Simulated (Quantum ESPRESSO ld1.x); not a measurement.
One sound ld1.x (Quantum ESPRESSO 7.5) input for the molybdenum ion Mo2+ gives E = -3974.068 hartree in 22 iterations:

```
 &input
    zed=42.0,
    iswitch=1,
    rel=0,
    dft='PBESOL',
    config='[Kr] 4d4',
    prefix='ld1',
    max_out_wfc=37,
    file_charge='ld1.rho',
 /
```

Changed or added lines, one case at a time, and what came of them:

- dft='SCAN': refused. The program stops in set_dft_from_name with "libxc needed for this functional": this build has no Libxc.
- config='[Kr] 4d': refused. The program stops in el_config with "no occupancy field?": each term needs its occupation.
- dft='B3LPY': silently wrong. The misspelt name is read as B3LYP (index line 7 12 9 7), and as for B3LYP no exact exchange is computed, so the numbers are not those of the hybrid.
- tr2=1e-30: usable despite the warning. The threshold lies below the rounding noise, so the cycle runs to its limit and warns, but the energy differs from the sound run by less than 1e-5 hartree.
- config='[Kr] 4d4 4d4': refused. The program stops in el_config with "wavefunction 4D found too many times": a shell may stand twice only as spin up and down (lsd = 1) or as its two j (rel = 2, l > 0), within their capacities.
- config='[Kr] 4d4 8s1': refused. The program stops in el_config with "wrong main quantum number": the config string takes n from 1 to 7 alone.
- config='[Yb] 4d4': refused. The program stops in el_config with "wrong core: Yb": the cores known are He, Ne, Ar, Kr, Xe, Hg and Rn.
